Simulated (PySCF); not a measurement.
**B³⁺ (boron, charge +3) across methods**

1s2, closed-shell 1S. Calculation: PySCF 2.14, in aug-cc-pwCVQZ (9s8p6d4f2g, 109 functions); the non-relativistic Hamiltonian (point nucleus).

```tsv
method	E (hartree)	mean ε 1s (eV)	Σ⟨r²⟩ (bohr²)	⟨S²⟩
LDA	-21.7431	-229.14	0.2921	0.000
M06-L	-22.0711	-234.61	0.2830	0.000
r2SCAN	-22.0331	-234.34	0.2859	0.000
TPSSh	-22.0375	-236.12	0.2857	0.000
PBE	-21.9819	-231.32	0.2888	0.000
M06	-22.0488	-238.95	0.2861	0.000
UHF	-21.98616	-259.65	0.2838	0.000
PBE0	-21.9943	-238.60	0.2873	0.000
```
